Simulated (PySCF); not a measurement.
# Pb₂Te, singlet: computed properties

Level of theory: PBE0 in PySCF with Te def2-SVP with ECP28, Pb def2-SVP with ECP60; scalar-relativistic core potentials, no spin–orbit coupling; density-fitted integrals.

The structure is a minimum.

```xyz
3
charge 0 multiplicity 1, angstrom
Te    0.0000    0.0000   -1.8221
Pb    1.5365    0.0000    0.5693
Pb   -1.5365    0.0000    0.5693
```

```
Point group                                                                   : C2v
Bond lengths                                                                  : Pb–Pb 3.073 Å, Te–Pb 2.842 Å (×2)
Bond angles                                                                   : Pb–Pb–Te 57.3° (×2), Pb–Te–Pb 65.4°
Rotational constants                                                          : 0.02978, 0.01717, 0.01089 cm⁻¹
Zero-point energy                                                             : 2.5 kJ/mol
Heat capacity Cp at 298.15 K                                                  : 57.2 J/(mol K)
Principal quadrupole moments (Buckingham, traceless) about the centre of mass : -5.55, 0.18, 5.37 D Å
Highest occupied level                                                        : -4.99 eV
Dipole moment                                                                 : 2.63 D
Lowest empty level                                                            : -2.84 eV
Atomisation energy without zero-point energy                                  : 582 kJ/mol
Rotational symmetry number                                                    : 2
Principal polarisabilities                                                    : 61.6, 144.4, 192.8 bohr³
Entropy at 298.15 K and 1 bar                                                 : 351.4 J/(mol K)
Enthalpy at 298.15 K above 0 K                                                : 15.12 kJ/mol
```

Harmonic modes (masses in u: Te 129.906, Pb 207.977):
```
symmetry  ω (cm⁻¹)  IR (km/mol)
      a1       108          0.6
      b2       132          2.2
      a1       184          8.7
```

In C2v the vibrations span 2a1 + b2. Here b1 is antisymmetric to the molecular plane and b2 lies in it.

Charges (e):
```csv
atom,Mulliken,Löwdin,polar tensor,Mayer order to Te1
Te1,-0.30,-0.05,-0.53,–
"Pb2,3",0.15,0.03,0.27,1.22
```
Other Mayer orders above 0.3: Pb–Pb 1.05.

Mulliken populations on Te1 (electrons outside its core potential): s 3.95, p 10.29, d 10.06.

Outer orbital energies (eV). occupied: -22.94, -16.99, -13.35, -12.54, -7.02, -6.64, -6.57, -4.99; empty: -2.84, -2.15, -0.65, -0.58.

This need not be the most stable arrangement of these atoms. No spin–orbit coupling is included, which matters more the heavier the element.

The final relaxation and frequency run took about 70 core-seconds on a shared host.
